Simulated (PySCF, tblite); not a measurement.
Isomers of C6H14S2Si, one GFN2-xTB conformer each. Single-point energies are computed at PBE0/pcSseg-1 (PySCF, gas phase, no added dispersion term), electronic only.

Problem. Rank them by PBE0/pcSseg-1 energy, lowest first (kcal/mol).
A. `[CH3:1][S:2][Si@H:3]([CH3:4])[S:5][C:6]1([CH3:7])[CH2:8][CH2:9]1` with C1–S2–Si3–C4 163°, S2–Si3–S5–C6 165°, Si3–S5–C6–C7 66°
B. `[CH3:1][S:2][Si@@H:3]1[CH2:4][C@H:5]1[S:6][CH:7]([CH3:8])[CH3:9]` with C1–S2–Si3–C4 -89°, C4–C5–S6–C7 -94°, C5–S6–C7–C8 -164°
C. `[CH3:1][S:2][C@:3]1([SiH3:4])[CH2:5][CH2:6][CH2:7][S:8][CH2:9]1` with C1–S2–C3–Si4 -83°, S2–C3–C5–C6 -65°, C3–C5–C6–C7 -61°, C5–C6–C7–S8 64°, C6–C7–S8–C9 -57°
D. `[CH3:1][C:2]([CH3:3])([CH3:4])[SiH:5]1[S:6][CH2:7][CH2:8][S:9]1` with C2–Si5–S6–C7 -142°, Si5–S6–C7–C8 48°, S6–C7–C8–S9 -61°, C7–C8–S9–Si5 36°

Solution. D (0.0), A (22.3), C (50.0), B (53.0).

As drawn, the highest has a three-membered ring, which the lowest lacks. GFN2-xTB itself gives, in the same order: 0.0, 25.0, 36.2, 61.7. Both levels put the same isomer lowest; measured from each level's own lowest isomer, the values differ by up to 13.8 kcal/mol (CS[C@]1([SiH3])CCCSC1: 36.2 against 50.0).

Problem. Which frontier levels, dipoles and rotational constants go with these structures?

Solution. 
```
                 SMILES  HOMO (eV, PBE0/pcSseg-1)  LUMO (eV)  dipole (D)       A, B, C (MHz)
    CC(C)(C)[SiH]1SCCS1                     -6.88      -0.20        0.57  1557, 783.4, 625.9
   CS[Si@H](C)SC1(C)CC1                     -6.69       0.01        2.12  1850, 572.0, 509.6
  CS[C@]1([SiH3])CCCSC1                     -6.11       0.56        1.19  1342, 833.5, 714.9
CS[Si@@H]1C[C@H]1SC(C)C                     -6.16      -0.14        1.94  3134, 369.9, 356.5
```

Problem. What happens when harmonic zero-point energies from GFN2-xTB frequencies are added?

Solution. 
| SMILES | ZPE (kcal/mol) | electronic (kcal/mol) | with ZPE (kcal/mol) |
| --- | --- | --- | --- |
| CC(C)(C)[SiH]1SCCS1 | 118.1 | 0.0 | 0.0 |
| CS[Si@H](C)SC1(C)CC1 | 115.5 | 22.3 | 19.8 |
| CS[C@]1([SiH3])CCCSC1 | 114.1 | 50.0 | 46.0 |
| CS[Si@@H]1C[C@H]1SC(C)C | 115.3 | 53.0 | 50.2 |

The zero-point energies span 4.0 kcal/mol. The order is unchanged.
